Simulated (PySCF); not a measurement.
## Unknown compound

The spectra below were simulated for a compound C₇H₅F₃O₂.

¹H NMR (300 MHz, computed): δ 8.17 (m, 1H), 6.38 (s, 1H), 2.38 (s, 3H).

¹³C{¹H} NMR (computed): δ 173.6 (C), 171.1 (C), 160.2 (CH), 131.6 (C), 128.8 (C), 125.4 (CH), 22.8 (CH3).

Rapidly exchanging positions averaged, non-relativistic Hamiltonian, no solvent, one conformer. Shielding tensors at PBE0/pcSseg-1 (GIAO); GFN2-xTB geometry; PySCF 2.14.

Chemical shifts δ = σref − σ; ¹H (σ = 31.72 ppm), ¹³C (σ = 186.93 ppm) against TMS, all at this level.

Task: What is the structure?

Result: 
The formula gives 4 degrees of unsaturation (1 ring in the answer). 7 carbon signals for 7 carbons: no two carbons are equivalent. Carbon types of the structure: 4 × C, 2 × CH, 1 × CH3, which accounts for all hydrogens. δC 173.6: ring carbonyl carbon. δC 171.1, 128.8: unsaturated ring carbon. δC 160.2, 125.4: unsaturated ring CH. δC 131.6: CF3 carbon; 3 electronegative neighbours deshield it. δC 22.8: methyl carbon on an unsaturated ring; a saturated carbon with 1 carbon neighbour and no heteroatom attached. δH 8.17, 6.38: hydrogen on a unsaturated ring CH. δH 2.38: hydrogen on a methyl carbon on an unsaturated ring.

The compound is `Cc1cc(=O)c(C(F)(F)F)co1`.

The data come from this structure; uniqueness wasn't tested.

Splittings by ¹⁹F in the carbon and heteronuclear signals aren't shown, as no couplings were computed. Shifts are as computed. Against solution values, carbons near 30 ppm lie about +3 ppm off and those near 130 ppm about +5 ppm. Of 1211 compounds with measured shifts, 218 miss one by over three times the rms of a fit or turn the order of signals round; such compounds aren't used in these exercises. Multiplicities follow the n + 1 count of equivalent neighbours, as no J values were calculated; m marks all less simple cases, F and P coupling included.
